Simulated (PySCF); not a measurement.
# How methods differ on the excitation energy of Si²⁺

Si²⁺ [Ne] 3s2 (1S) → Si²⁺ [Ne] 3p2 (3P), as a difference of total energies. Computed with PySCF 2.14 in dyall-acv3z, with scalar relativity by spin-free X2C-1e. Correlated levels: valence: [Ne] frozen; valence and next inner shell: 1s2 frozen; virtual orbitals above 40 to 60 times the deepest correlated orbital energy dropped. The calculations carry no spin-orbit coupling.

```json
{"method": "UHF", "excitation energy (eV)": "15.050"}
{"method": "LDA", "excitation energy (eV)": "14.722"}
{"method": "PBE", "excitation energy (eV)": "14.519"}
{"method": "PBE0", "excitation energy (eV)": "14.780"}
{"method": "r2SCAN", "excitation energy (eV)": "14.251"}
{"method": "M06-L", "excitation energy (eV)": "14.810"}
{"method": "BLYP", "excitation energy (eV)": "14.804"}
{"method": "TPSSh", "excitation energy (eV)": "14.537"}
{"method": "MP2 (valence)", "excitation energy (eV)": "15.755"}
{"method": "SCS-MP2 (valence)", "excitation energy (eV)": "16.058"}
{"method": "MP2 (valence and next inner shell)", "excitation energy (eV)": "15.961"}
{"method": "SCS-MP2 (valence and next inner shell)", "excitation energy (eV)": "16.211"}
```

How much does correlation contribute at MP2 (valence and next inner shell)?

15.961 − (15.050) = 0.911 eV, measured against UHF.

A first-order spin-orbit estimate (lowest level to lowest level, LS coupling) adds -0.027 eV.
